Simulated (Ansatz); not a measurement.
C2H7AlO2 can be A, `CC(O)[O][AlH2]`, or B, `C[CH2][Al]([OH])[OH]`.

Program: Ansatz. Geometries: PBE0-D4/def2-TZVP. ΔE: electronic, gas phase. CBS: MP2 limit from def2 TZ/QZ plus the TZ coupled-cluster correction, frozen cores. DFT in def2-TZVPP. B3LYP here is the variant with VWN-RPA as its local correlation; programs differ in this. One conformer a species, not always the lowest.

(1) Which isomer does CCSD(T)/CBS put lower? Give the gap. (Estimate.)

(2) Give E(B) − E(A) in kcal/mol with B3LYP-D4, LDA (SPW92), PBE0-D4, MP2/def2-TZVPP, PBE-D4, B3LYP, ωB97M-V. (Estimate.)

(3) Does the order hold for the free energy at 298.15 K (harmonic terms from PBE0-D4)? (Estimate.)

Largest T1 diagnostic: 0.012.

## Answers

(1) Ansatz gave: B, by 61.4 kcal/mol.

(2) The calculation gave: B3LYP-D4 -58.9, LDA (SPW92) -54.4, PBE0-D4 -58.3, MP2/def2-TZVPP -63.3, PBE-D4 -57.7, B3LYP -59.4, ωB97M-V -58.9. None reverses the order clearly.

(3) The calculation gave: Yes: G(B) − G(A) = -60.0 kcal/mol, for one conformer each. Modes under 60 cm⁻¹, often nearly free rotors, make the harmonic entropy too high.

In def2-TZVPP, CCSD(T) changes the Hartree–Fock value by −3.8 kcal/mol (the triples alone add +0.2 kcal/mol) and MP2 by −7.5 kcal/mol. Leaving LDA and LC-ωPBE aside and taking each functional with its dispersion term where it has one, the values, not all of them listed here, spread over 6.4 kcal/mol, from B2PLYP to B97M-V. LDA lies +3.6 kcal/mol from PBE without D4.
